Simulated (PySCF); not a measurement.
ZrCl3, SMILES [Zr+]([Cl])([Cl])[Cl], charge +1, multiplicity 1. The structure is a stationary point at PBE-D3(BJ)/def2-SVP. The spin state was assumed, not searched. The isomer is the one that the SMILES or the coordinates give; other isomers of the formula were not compared. The def2 effective core potentials stand for the cores of Zr; spin–orbit coupling is left out.

Task: Give the equilibrium geometry at PBE-D3(BJ)/def2-SVP (PySCF confirms it by a frequency run) as a Z-matrix, and its point group. (The exact figures need the calculation; the answer reports its results.)

Result: point group C3v.
```
Zr
Cl 1 2.2723
Cl 1 2.2723 2 107.35
Cl 1 2.2723 2 107.35 3 115.15
```
Charge +1, spin multiplicity 1.
